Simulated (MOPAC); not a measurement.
MOPAC input (PM7):

```
PM7 1SCF GEO-OK AUX(PRECISION=9) THREADS=1
O2Si

O    -0.00000000 1   -0.00000000 1   -1.51012800 1
Si    0.00000000 1    0.00000000 1    0.00000000 1
O     0.00000000 1    0.00000000 1    1.51012800 1
```

Output:

```
 *******************************************************************************
 **                                                                           **
 **                              MOPAC v23.2.5                                **
 **                                                                           **
 *******************************************************************************
 ** MOPAC's Digital Object Identifier: https://doi.org/10.5281/zenodo.6511958 **
 **                                                                           **
 ** Please cite the open-source release paper for use of this MOPAC version:  **
 ** J. E. Moussa and J. J. P. Stewart (2026)                                  **
 ** MOPAC: An open-source semiempirical molecular orbital program             **
 ** J. Open Source Softw., 11(119), 8025, https://doi.org/10.21105/joss.08025 **
 *******************************************************************************

                              PM7 CALCULATION RESULTS

 *******************************************************************************
 *  PM7        - The PM7 Hamiltonian to be used
 *  GEO-OK     - OVERRIDE INTERATOMIC DISTANCE AND OTHER SAFETY CHECKS
 *  1SCF       - DO 1 SCF AND THEN STOP
 *  AUX        - OUTPUT AUXILIARY INFORMATION
 *******************************************************************************
PM7 1SCF GEO-OK AUX(PRECISION=9) THREADS=1
 O2Si

   ATOM   CHEMICAL          X               Y               Z
  NUMBER   SYMBOL      (ANGSTROMS)     (ANGSTROMS)     (ANGSTROMS)

     1       O         -0.00000000  *  -0.00000000  *  -1.51012800  *
     2      Si          0.00000000  *   0.00000000  *   0.00000000  *
     3       O          0.00000000  *   0.00000000  *   1.51012800  *

          CARTESIAN COORDINATES

    NO.       ATOM           X           Y           Z

     1         O         -0.0000     -0.0000     -1.5101
     2        Si          0.0000      0.0000      0.0000
     3         O          0.0000      0.0000      1.5101

 General Reference for PM7:
 "Optimization of Parameters for Semiempirical Methods VI: More Modifications to the
 NDDO Approximations and Re-optimization of Parameters", J. J. P. Stewart, J. Mol. Mod., 1:32, 19 (2013)
 https://link.springer.com/article/10.1007/s00894-012-1667-x

           Empirical Formula: O2 Si  =     3 atoms

      MOLECULAR POINT GROUP   :   D*h

      RHF CALCULATION, NO. OF DOUBLY OCCUPIED LEVELS = 8

 -------------------------------------------------------------------------------
 PM7 1SCF GEO-OK AUX(PRECISION=9) THREADS=1
 O2Si

     1SCF WAS SPECIFIED, SO BFGS WAS NOT USED
     SCF FIELD WAS ACHIEVED

                              PM7 CALCULATION
                                                       MOPAC v23.2.5 Linux

          FINAL HEAT OF FORMATION =        -94.00052 KCAL/MOL =    -393.29819 KJ/MOL

          COSMO AREA              =         85.07 SQUARE ANGSTROMS
          COSMO VOLUME            =         71.34 CUBIC ANGSTROMS

          IONIZATION POTENTIAL    =         12.493529 EV
          HOMO LUMO ENERGIES (EV) =        -12.494 -1.688
          NO. OF FILLED LEVELS    =          8
          MOLECULAR WEIGHT        =         60.0843         POINT GROUP:  D*h

          MOLECULAR DIMENSIONS (Angstroms)

            Atom       Atom       Distance
            O     3    O     1     3.02026
            O     3    O     1     0.00000
            O     1   Si     2     0.00000

          SCF CALCULATIONS        =          1

   ATOM   CHEMICAL          X               Y               Z
  NUMBER   SYMBOL      (ANGSTROMS)     (ANGSTROMS)     (ANGSTROMS)

     1       O         -0.00000000  *  -0.00000000  *  -1.51012800  *
     2      Si          0.00000000  *   0.00000000  *   0.00000000  *
     3       O          0.00000000  *   0.00000000  *   1.51012800  *

                             CARTESIAN COORDINATES

   1    O       -0.000000000    -0.000000000    -1.510128000
   2   Si        0.000000000     0.000000000     0.000000000
   3    O        0.000000000     0.000000000     1.510128000

           Empirical Formula: O2 Si  =     3 atoms

      MOLECULAR POINT GROUP   :   D*h

                  EIGENVALUES
 -30.56243 -29.36831 -14.22400 -14.22400 -14.14966 -13.92442 -12.49353 -12.49353
  -1.68832  -1.68832   2.46058   2.54155  20.02123  20.02123  21.79394  21.79394
  24.13400

              NET ATOMIC CHARGES AND DIPOLE CONTRIBUTIONS

  ATOM NO.   TYPE          CHARGE      No. of ELECS.   s-Pop       p-Pop       d-Pop
    1          O          -0.240642        6.2406     1.83095     4.40969
    2         Si           0.481283        3.5187     0.61936     2.53992     0.35943
    3          O          -0.240642        6.2406     1.83095     4.40969
 DIPOLE           X         Y         Z       TOTAL
 POINT-CHG.     0.000     0.000     0.000     0.000
 HYBRID         0.000     0.000    -0.000     0.000
 SUM            0.000     0.000     0.000     0.000

          ATOMIC ORBITAL ELECTRON POPULATIONS

     Atom    s        px        py        pz      x^2-y^2     xz        z^2       yz        xy
    1  O   1.83095   1.51209   1.51209   1.38551
    2 Si   0.61936   0.85886   0.85886   0.82221   0.00000   0.11696   0.12551   0.11696   0.00000
    3  O   1.83095   1.51209   1.51209   1.38551

 **********************
 *                    *
 * JOB ENDED NORMALLY *
 *                    *
 **********************

 == MOPAC DONE ==
```

The geometry given is a B3LYP-D3(BJ)/def2-TZVP minimum.
